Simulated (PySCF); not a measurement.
## Dipole response of Ge (germanium, neutral)

[Ar] 3d10 4s2 4p2, high-spin 3P determinant. All numbers are calculated (PySCF 2.14, scalar relativity through the core potential, in aug-cc-pwCVTZ-PP with ECP10MDF). Coupled (time-dependent) response in atomic units; α is the mean over directions.

```json
{"method": "wB97M-V", "mean α (bohr³)": "42.66", "α xx, yy, zz": "33.44, 47.27, 47.27", "C₆ (like pair)": "362.2", "S(−4)": "847.8"}
```

S(−4) is the Cauchy moment in α(ω) = α(0) + S(−4) ω² + …

Reference α: 40 ± 1 bohr³ (recommended; Schwerdtfeger and Nagle, table of static dipole polarizabilities (2023 update)). Published C₆: 354.0 (Chu and Dalgarno (2004); Tang, Norbeck and Certain (1976)).

Spin-orbit coupling is absent.

α(iu) at wB97M-V:

```tsv
u (hartree)	α(iu) (bohr³)
0	42.66
0.0500	40.69
0.100	36.08
0.200	26.07
0.300	18.67
0.500	10.48
0.750	6.026
1.00	3.967
1.50	2.190
2.00	1.450
3.00	0.8244
5.00	0.4073
```

A single London oscillator, α(iu) = α/(1 + u²/ω²), gives C₆ = (3/4) ω α². Matching the computed C₆ needs ω = 4 × 362.2 / (3 × 42.66²) = 0.265 hartree.

The components differ because the open shell of this determinant is not spherical; for a pure term their mean is the scalar polarisability.

Energies and moments cover only the electrons outside the core potential.
